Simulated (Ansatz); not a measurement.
C$_{2}$H$_{2}$Cl$_{3}$F$_{3}$HfO (`FC(F)(F)C[O][Hf]([Cl])([Cl])[Cl]`). The species carries charge 0 and has multiplicity 1. Hf: def2 effective core potential. Geometry: relaxed with PBE0-D4/def2-TZVP. It is one conformer, not always the lowest.

```xyz
12

F     1.972    0.433    0.930
C     1.756    0.354   -0.385
F     2.916    0.061   -0.979
F     1.368    1.560   -0.803
C     0.729   -0.712   -0.719
O    -0.478   -0.430   -0.114
Hf   -2.037    0.129    0.797
Cl   -3.732    0.443   -0.778
Cl   -1.598    2.121    1.925
Cl   -2.639   -1.545    2.309
H     0.621   -0.741   -1.808
H     1.121   -1.673   -0.375
```

**Question.** What is the dipole moment at ωB97M-V/def2-TZVPP? (Estimate.)

**Answer.** Ansatz gave: 2.41 D, with components (0.84, -1.75, -1.43) D in this frame, pointing from negative to positive charge.

**Question.** And with PBE, r2SCAN, B3LYP? (An estimate is asked.)

**Answer.** Computed: PBE 2.39 D, r2SCAN 2.44 D, B3LYP 2.42 D.

**Question.** Give the Mulliken charges with ωB97M-V, r2SCAN, PBE in def2-TZVPP. (An estimate is asked.)

**Answer.** The calculation gave: 
| atom | ωB97M-V | r2SCAN | PBE |
| --- | --- | --- | --- |
| F1 | -0.16 | -0.17 | -0.13 |
| C2 | 0.47 | 0.51 | 0.40 |
| F3 | -0.16 | -0.17 | -0.13 |
| F4 | -0.16 | -0.17 | -0.13 |
| C5 | -0.07 | 0.04 | -0.06 |
| O6 | -0.36 | -0.39 | -0.29 |
| Hf7 | 0.82 | 0.95 | 0.78 |
| Cl8 | -0.22 | -0.26 | -0.22 |
| Cl9 | -0.20 | -0.24 | -0.21 |
| Cl10 | -0.22 | -0.26 | -0.22 |
| H11 | 0.13 | 0.08 | 0.11 |
| H12 | 0.13 | 0.08 | 0.11 |

B3LYP here is the variant with VWN-RPA as its local correlation; programs differ in this.
